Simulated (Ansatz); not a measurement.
## What each rung costs, and what it gives

Saddle point of GeH4BrF, closed shell (GeH₃Br ([GeH3][Br]) + HF → GeH₃F ([F][GeH3]) + HBr; bonds formed: Ge1–F7, Br2–H6; bonds broken: Ge1–Br2, H6–F7), PBE0-D4/def2-TZVP structure:

```
atom    x (Å)    y (Å)    z (Å)
 Ge1  -0.5429   0.0555  -0.4822
 Br2   0.7060   1.1165   1.7434
  H3  -0.6103  -1.0750  -1.5251
  H4  -1.7706  -0.0116   0.4200
  H5  -0.1748   1.3689  -1.1624
  H6   1.2926  -0.4044   0.8946
  F7   1.0999  -1.0499   0.1117
```

Barriers are electronic and count from the start structure reached by relaxing down the imaginary mode.

Computed with Ansatz 0.2.0 (basis: as named in each row); correlated methods freeze the cores. Filled d shells of the heavier atoms are correlated. The def2 sets are not built for correlating such inner shells, so the correlated values are less sure here. B3LYP uses VWN-RPA correlation. Extrapolation: Hartree–Fock as exp(−7.88 √X), correlation as X^−2.97.

Times are rough, for one single point on 4 threads of a shared host (Arm Neoverse V2).

The estimate by CCSD(T) at an estimated basis limit (MP2 extrapolated from triple and quadruple zeta, plus CCSD(T) − MP2 in triple zeta) is 31.93 kcal/mol.

| method | basis | time (s) | barrier (kcal/mol) | method less estimate |
| --- | --- | --- | --- | --- |
| HF | STO-3G | under 1 | 39.23 | 7.30 |
| SPW92 | def2-SVP | under 1 | 12.27 | -19.66 |
| PBE-D4 | STO-3G | under 1 | -2.23 | -34.15 |
| PBE-D4 | def2-SVP | under 1 | 17.74 | -14.18 |
| SPW92 | def2-TZVPP | under 1 | 19.15 | -12.78 |
| B3LYP-D4 | 6-31G | under 1 | 16.97 | -14.96 |
| PBE0-D4 | def2-SVP | 1 | 23.06 | -8.87 |
| PBE-D4 | def2-TZVPP | 1 | 24.27 | -7.66 |
| BLYP-D4 | def2-TZVPP | 1 | 25.38 | -6.55 |
| BHLYP-D4 | def2-TZVPP | 2 | 31.73 | -0.20 |
| B3LYP-D4 | def2-TZVPP | 2 | 28.22 | -3.71 |
| PBE0-D4 | def2-TZVPP | 2 | 28.07 | -3.86 |
| CAM-B3LYP-D4 | def2-TZVPP | 2 | 28.64 | -3.28 |
| r2SCAN-D4 | def2-TZVPP | 3 | 25.90 | -6.03 |
| RPA on PBE | def2-TZVPP | 3 | 31.02 | -0.91 |
| B2PLYP | def2-TZVPP | 3 | 29.71 | -2.22 |
| PBE-QIDH | def2-TZVPP | 4 | 30.67 | -1.26 |
| r2SCAN0-D4 | def2-TZVPP | 4 | 28.77 | -3.16 |
| wB97M-V | def2-SVP | 4 | 22.61 | -9.31 |
| CCSD(T) | def2-SVP | 4 | 29.68 | -2.25 |
| wB97X-V | def2-TZVPP | 5 | 29.42 | -2.51 |
| B97M-V | def2-TZVPP | 6 | 28.34 | -3.58 |
| wB97M-V | def2-TZVPP | 6 | 28.19 | -3.74 |
| MP2 | def2-QZVPP | 14 | 31.30 | -0.63 |
| CCSD(T) | def2-TZVPP | 72 | 31.70 | -0.22 |

All methods are single points on the PBE0-D4 structures; a negative value means that the method puts the saddle structure below the start.

The T1 diagnostic stays at or below 0.011.

Labels in which every atom is bracketed show which atoms are joined, not bond orders.
